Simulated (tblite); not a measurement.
Species: C5H11FSi.
Atom-mapped SMILES: `[CH3:1][CH:2]([CH3:3])[SiH2:4]/[CH:5]=[CH:6]/[F:7]` (hydrogens: H8, H9, H10 on C1; H11 on C2; H12, H13, H14 on C3; H15, H16 on Si4; H17 on C5; H18 on C6)

Geometry (GFN2-xTB, Å), atoms numbered from 1 in this order:
```
atom  x, y, z in Å
C1    -1.1063    1.4214    0.0972
C2    -1.2001   -0.0653    0.4354
C3    -1.6210   -0.8569   -0.8014
Si4    0.4427   -0.7166    1.1734
C5     1.7948   -0.5592   -0.1244
C6     2.7077    0.3912   -0.1067
F7     3.6561    0.5037   -1.0579
H8    -0.8514    2.0059    0.9785
H9    -2.0566    1.7871   -0.2900
H10   -0.3439    1.5948   -0.6600
H11   -1.9847   -0.1863    1.1902
H12   -0.8917   -0.7362   -1.5996
H13   -1.7103   -1.9170   -0.5746
H14   -2.5841   -0.5063   -1.1704
H15    0.3017   -2.1337    1.5290
H16    0.8001    0.0825    2.3508
H17    1.8285   -1.2674   -0.9414
H18    2.8100    1.1645    0.6403
```

Level: GFN2-xTB in tblite, geometry and Hessian alike; calculated harmonic values, unscaled, isolated species. This tight-binding method is rough: wavenumbers can miss measured ones by several per cent, in bad cases by 10 to 20. Modes of hydrogen on silicon can be 10 to 20 % off. One conformer, not necessarily the lowest.

Harmonic wavenumbers (cm⁻¹): 27.7, 39.4, 105.9, 200.2, 214.6, 220.8, 243.6, 244.9, 339.1, 395.7, 425.6, 494.6, 580.6, 630.6, 709.0, 727.2, 765.9, 811.7, 944.9, 946.7, 991.1, 993.4, 1041.4, 1063.3, 1132.4, 1178.7, 1192.2, 1269.0, 1277.7, 1309.1, 1412.3, 1424.8, 1500.0, 1507.8, 1511.0, 1515.2, 1677.4, 2224.4, 2229.1, 2924.2, 3006.4, 3010.1, 3021.0, 3028.3, 3031.9, 3033.0, 3062.6, 3079.2.

A = 3306, B = 1022, C = 959.8 MHz; mass 118.061 u (most abundant isotopes); point group C1, symmetry number 1.

Task: What is the zero-point energy?

Result: Half the sum of the wavenumbers: 31358 cm⁻¹ = 375.12 kJ/mol.

Task: What is S at 200 K and 1 bar for an ideal gas of classical rigid rotors and harmonic oscillators?

Result: Translation 160.06, rotation 116.29, vibration 87.29: S = 363.6 J/(mol K).

Task: And Cp and H(200 K) − H(0)?

Result: Cp = 119.44 J/(mol K), of which vibrations give 86.18 (their classical limit is 48 R = 399.1); H(200 K) − H(0) = 15.57 kJ/mol without the zero-point energy, 8.92 from vibrations.

Task: Blend soft modes into free rotors: weight 1/[1 + (100 cm⁻¹/ν̃)⁴] for the oscillator and the rest for a rotor with moment μB/(μ + B), μ = h/(8π²ν), B = 10⁻⁴⁴ kg m². What vibrational entropy results?

Result: 76.70 J/(mol K) in place of 87.29, which changes −T·S at 200 K by +2.12 kJ/mol.

Task: How do the functions run with temperature in this model?

Result: 
```json
{"T (K)": "50", "S (J/(mol K))": "250.6", "Cp (J/(mol K))": "55.6", "H − H(0) (kJ/mol)": "2.24", "G − H(0) (kJ/mol)": "-10.28", "ln q(vib)": "1.04"}
{"T (K)": "100", "S (J/(mol K))": "296.1", "Cp (J/(mol K))": "78.8", "H − H(0) (kJ/mol)": "5.60", "G − H(0) (kJ/mol)": "-24.01", "ln q(vib)": "2.42"}
{"T (K)": "298.15", "S (J/(mol K))": "418.4", "Cp (J/(mol K))": "157.3", "H − H(0) (kJ/mol)": "29.15", "G − H(0) (kJ/mol)": "-95.59", "ln q(vib)": "7.73"}
{"T (K)": "373.15", "S (J/(mol K))": "456.7", "Cp (J/(mol K))": "185.0", "H − H(0) (kJ/mol)": "42.00", "G − H(0) (kJ/mol)": "-128.42", "ln q(vib)": "9.66"}
{"T (K)": "500", "S (J/(mol K))": "516.8", "Cp (J/(mol K))": "226.1", "H − H(0) (kJ/mol)": "68.16", "G − H(0) (kJ/mol)": "-190.22", "ln q(vib)": "12.85"}
{"T (K)": "750", "S (J/(mol K))": "620.4", "Cp (J/(mol K))": "285.1", "H − H(0) (kJ/mol)": "132.57", "G − H(0) (kJ/mol)": "-332.75", "ln q(vib)": "18.84"}
{"T (K)": "1000", "S (J/(mol K))": "708.2", "Cp (J/(mol K))": "324.5", "H − H(0) (kJ/mol)": "209.09", "G − H(0) (kJ/mol)": "-499.12", "ln q(vib)": "24.35"}
```

q(vib) and H(0) count from the zero-point level.

Task: What must be added to the electronic energy to get the Gibbs energy at 200 K and 1 bar?

Result: ZPE + [H(200 K) − H(0)] − T·S = 375.12 + 15.57 − 72.73 = 317.96 kJ/mol.

Task: Which modes carry the vibrational entropy at 200 K?

Result: 27.7 cm⁻¹: 21.74; 39.4 cm⁻¹: 18.82; 105.9 cm⁻¹: 10.77; 200.2 cm⁻¹: 5.96; 214.6 cm⁻¹: 5.48; 220.8 cm⁻¹: 5.29 J/(mol K); the other 42 give 19.21 together.

Hindered rotation and anharmonicity are outside this model. Other conformers, if any are populated, would add a mixing term that is left out. The structure is chiral; the term R ln 2 for an equal mix with its mirror image is left out.
